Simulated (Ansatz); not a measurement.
The cluster Au₂Cl₂⁺, relaxed as a doublet with UKS PBE0-D4/def2-SVP in Ansatz, starting from the GFN1-xTB geometry. Force threshold 0.02 eV/Å.

In the def2 sets Au takes a core potential; there is no spin–orbit coupling. The structure comes from a short search, and lower isomers may exist.

Start:

```
atom    x (Å)    y (Å)    z (Å)
 Au1   0.9830  -0.2966   0.6744
 Au2  -0.7738   0.1680  -0.7554
 Cl3   1.5843  -0.0552   2.6911
 Cl4  -1.7934   0.1838  -2.6102
```

Problem. Estimate the energy that the relaxation releases and the steps that it takes.

Solution. 57.8 kcal/mol, in 20 steps; 100 s on 4 threads of Arm Neoverse V2 on a shared host. The force fell under the threshold at step 14, but the optimiser went on and released 0.096 eV more. No frequencies were taken in this run, so the end may be a saddle point.

Problem. Does the start keep its bonding and symmetry?

Solution. Bonds lost: Au1–Au2 (atoms count from 1). Bonds formed: Au2–Cl3 (atoms count from 1). Point group Cs at the start, Cs at the end, both within 0.05 Å.

Problem. Predict the relaxed structure.

Solution. 
Cartesian coordinates in Å:
```
Au 2.5049 -0.9405 0.9891
Au -0.8336 0.3034 -0.3693
Cl 0.4939 0.1598 1.5291
Cl -2.1652 0.4772 -2.1489
```
Bond lengths (bridged metal pairs left out): 3 × Au–Cl 2.23 to 2.36 Å.
